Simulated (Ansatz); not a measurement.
Input for Ansatz (development build ahead of 0.2.0):

```yaml
crystal:
  periodic: [false, false, false]
  atoms:
    - { symbol: C, position_ang: [1.0253, 0.0, 0.0] }
    - { symbol: C, position_ang: [0.0, 1.0253, 0.0] }
    - { symbol: C, position_ang: [-1.0253, 0.0, 0.0] }
    - { symbol: C, position_ang: [0.0, -1.0253, 0.0] }
    - { symbol: C, position_ang: [2.4553, 0.0, 0.0] }
    - { symbol: "N", position_ang: [3.6153, 0.0, 0.0] }
    - { symbol: C, position_ang: [0.0, 2.4553, 0.0] }
    - { symbol: "N", position_ang: [0.0, 3.6153, 0.0] }
    - { symbol: C, position_ang: [-2.4553, 0.0, 0.0] }
    - { symbol: "N", position_ang: [-3.6153, 0.0, 0.0] }
    - { symbol: C, position_ang: [0.0, -2.4553, 0.0] }
    - { symbol: "N", position_ang: [0.0, -3.6153, 0.0] }
basis:
  gaussian: { orbitals: def2-TZVP }
magnetization:
  spin_polarized: true
hamiltonian:
  xc: pbe0
```

The input is written out in the form of the current development build from the run's settings.

Output:

```json
{
  "Converged": "yes",
  "Total energy": "-523.22205 hartree",
  "Spin squared of the determinant": "1.111",
  "Stability test": "minimum"
}
```

Caution: the unrestricted determinant is a mixture of spin states.
